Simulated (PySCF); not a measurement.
**A ladder of Hamiltonians for Co¹⁵⁺ (cobalt, charge +15)**

Occupied: 1s1/2, 2s1/2, 2p1/2, 2p3/2, 3s1/2. Hartree-Fock calculated with PySCF 2.14 in an even-tempered Gaussian basis (18 s from 0.57 bohr⁻², ratio 2.7; 13 p from 0.68 bohr⁻², ratio 2.7), Gaussian nucleus throughout. NR is non-relativistic, sf-X2C the spin-free one-electron X2C Hamiltonian, X2C adds the bare one-electron spin-orbit term, X2C-SNSO screens it by Boettger's factors, DC is four-component Dirac-Coulomb, and the Gaunt and Breit terms are added at first order (total energies over the DC spinors, levels after relaxing the spinors in that mean field). QED terms are absent. Levels marked empty are virtual spinors of this ion; the basis has s and p functions only, so 3d, which can lie below the n = 4 levels, is absent.

```json
{"Hamiltonian": "NR", "E (hartree)": "-1275.2606", "E − E(DC) (hartree)": "10.5992", "CPU seconds": "0.47"}
{"Hamiltonian": "sf-X2C", "E (hartree)": "-1285.6473", "E − E(DC) (hartree)": "0.2126", "CPU seconds": "0.22"}
{"Hamiltonian": "X2C", "E (hartree)": "-1285.6752", "E − E(DC) (hartree)": "0.1847", "CPU seconds": "0.27"}
{"Hamiltonian": "X2C-SNSO", "E (hartree)": "-1285.6712", "E − E(DC) (hartree)": "0.1887", "CPU seconds": "0.29"}
{"Hamiltonian": "DC", "E (hartree)": "-1285.8598", "E − E(DC) (hartree)": "0.0000", "CPU seconds": "17"}
{"Hamiltonian": "DC+Gaunt", "E (hartree)": "-1285.3093", "E − E(DC) (hartree)": "0.5505", "CPU seconds": "32"}
{"Hamiltonian": "DC+Breit", "E (hartree)": "-1285.3550", "E − E(DC) (hartree)": "0.5048", "CPU seconds": "98"}
```

**Question.** Give the 2p spin-orbit interval with each Hamiltonian that has one.

**Answer.** X2C 16.85; X2C-SNSO 15.58; DC 15.42; DC+Gaunt 15.05; DC+Breit 15.05 (eV).

| level (eV) | NR | sf-X2C | X2C | X2C-SNSO | DC | DC+Gaunt | DC+Breit |
| --- | --- | --- | --- | --- | --- | --- | --- |
| 1s1/2 | -8210.6 | -8285.6 | -8285.5 | -8285.5 | -8289.2 | -8280.2 | -8280.7 |
| 2s1/2 | -1433.0 | -1450.2 | -1450.2 | -1450.2 | -1450.6 | -1449.9 | -1449.9 |
| 2p1/2 | -1305.8 | -1309.6 | -1320.9 | -1320.0 | -1320.1 | -1318.8 | -1319.0 |
| 2p3/2 | -1305.8 | -1309.6 | -1304.0 | -1304.5 | -1304.7 | -1303.8 | -1303.9 |
| 3s1/2 | -503.97 | -508.23 | -508.23 | -508.23 | -508.29 | -508.14 | -508.15 |
| 3p1/2 (empty) | -438.98 | -440.19 | -442.37 | -442.21 | -442.21 | -441.97 | -442.00 |
| 3p3/2 (empty) | -438.98 | -440.19 | -439.13 | -439.21 | -439.24 | -439.08 | -439.11 |
| 4s1/2 (empty) | -239.38 | -240.87 | -240.86 | -240.87 | -240.89 | -240.84 | -240.84 |

Weight of the small component: 1s1/2 0.00946, 2s1/2 0.00182, 2p1/2 0.00177, 2p3/2 0.00175, 3s1/2 0.000562, 3p1/2 0.000523, 3p3/2 0.000519, 4s1/2 0.000241.

Koopmans' value for the highest occupied level at DC+Breit: 508.15 eV, against an ionisation energy of 511.96 ± 0.06 eV (semi-empirical (NIST evaluation); NIST Atomic Spectra Database, ionization energies); the former lacks relaxation, correlation, QED and recoil.

The whole ladder took 150 s of wall time on 1 thread of Intel(R) Xeon(R) Platinum 8175M CPU @ 2.50GHz (shared host), launched as `OMP_NUM_THREADS=1 python relrun2.py TASK.json OUT` (a driver that calls PySCF for each Hamiltonian).

Dirac-Coulomb iterations, started from the X2C spinors:

```
with_ssss True, with_gaunt False, with_breit False
light speed = 137.03599967994
init E= -1285.0203337032
cycle= 1 E= -1285.85980508216  delta_E= -0.839  |g|= 0.174  |ddm|= 0.0244
cycle= 2 E= -1285.85982771198  delta_E= -2.26e-05  |g|= 0.00355  |ddm|= 0.00363
cycle= 3 E= -1285.85982785759  delta_E= -1.46e-07  |g|= 0.000313  |ddm|= 0.000408
cycle= 4 E= -1285.85982785878  delta_E= -1.19e-09  |g|= 1.49e-06  |ddm|= 3.04e-05
```
